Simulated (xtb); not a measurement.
Input for xtb: GFN-FF on Br2 (SMILES BrBr).

```
$ xtb mol.xyz --gfnff --sp --chrg 0 --uhf 0
2

Br     0.00000000     0.00000000    -1.15786810
Br    -0.00000000    -0.00000000     1.15786810
```

### Question
Predict the final total energy.

### Answer
-0.0659 hartree.
